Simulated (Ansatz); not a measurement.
Reaction (SMILES): CCCCCO → CC[CH]CCO + H atom (the C-H bond at the site shown breaks; other sites are not compared here)
Each molecule is optimised on its own at B3LYP-D3(BJ)/def2-TZVP (Ansatz, an electronic-structure program), one conformer each, not searched for the lowest.
Geometry of the first species:
```xyz
18

C      3.1696     0.1734    -0.0486
C      1.8376    -0.4025     0.4226
C      0.6313     0.2773    -0.2210
C     -0.7058    -0.2897     0.2493
C     -1.8992     0.3886    -0.4067
O     -3.1510    -0.0949     0.0705
H      3.2835     0.0664    -1.1301
H      4.0135    -0.3303     0.4262
H      3.2423     1.2380     0.1865
H      1.7625    -0.3112     1.5108
H      1.8039    -1.4750     0.2047
H      0.7056     0.1855    -1.3105
H      0.6658     1.3508    -0.0042
H     -0.7973    -0.1865     1.3345
H     -0.7410    -1.3645     0.0324
H     -1.8353     0.2869    -1.4983
H     -1.8963     1.4565    -0.1801
H     -3.2005    -1.0400    -0.1091
```

Property: bond dissociation energy (electronic energy difference), in kJ/mol. Cores are frozen in the correlated levels unless marked. Open shells are spin-unrestricted. No spin-orbit coupling. Non-relativistic unless marked X2C. CBS marks a two-point X^-3 extrapolation of the correlation energy; Hartree-Fock from the larger set. [CCSD(T)-MP2]/basis is that difference in the basis named.

| level | program | bond dissociation energy (kJ/mol) | minus last row |
|---|---|---|---|
| HF/STO-3G | Ansatz | 454.2 | 3.5 |
| HF/6-31G | Ansatz | 337.3 | -113.4 |
| SVWN5/def2-TZVPD | Ansatz | 472.6 | 21.9 |
| BLYP/def2-TZVPD | Ansatz | 423.7 | -27.0 |
| revPBE/def2-TZVPD | Ansatz | 415.6 | -35.1 |
| r2SCAN-D3(BJ)/def2-TZVPD | Ansatz + dftd3 | 420.5 | -30.2 |
| B97M-V/def2-TZVPD | Ansatz | 434.7 | -16.0 |
| B3LYP-D3(BJ)/def2-TZVPD | Ansatz + dftd3 | 434.2 | -16.5 |
| PBE0/STO-3G | Ansatz | 551.5 | 100.8 |
| PBE0-D4/def2-TZVPD | Ansatz + dftd4 | 427.3 | -23.4 |
| r2SCANh/def2-TZVPD | Ansatz | 421.4 | -29.3 |
| r2SCAN0/def2-TZVPD | Ansatz | 422.7 | -28.0 |
| LC-wPBE/def2-TZVPD | Ansatz | 429.1 | -21.6 |
| B2GP-PLYP-D3(BJ)/def2-TZVPD | Ansatz + dftd3 | 436.8 | -13.9 |
| B2GP-PLYP-D4/def2-TZVPD | Ansatz + dftd4 | 436.8 | -13.9 |
| B2GP-PLYP/def2-TZVPD | Ansatz | 436.8 | -13.9 |
| RPA@PBE/cc-pVQZ | Ansatz | 443.9 | -6.8 |
| CCSD/6-31G | Ansatz | 400.8 | -49.9 |
| CCSD(T)/cc-pwCVTZ | Ansatz | 444.3 | -6.4 |
| X2C-CCSD(T)/cc-pVTZ-DK | Ansatz | 444.3 | -6.4 |
| RI-MP2/CBS(cc-pVTZ,cc-pVQZ)+[CCSD(T)-MP2]/cc-pVTZ | Ansatz | 450.7 | 0.0 |
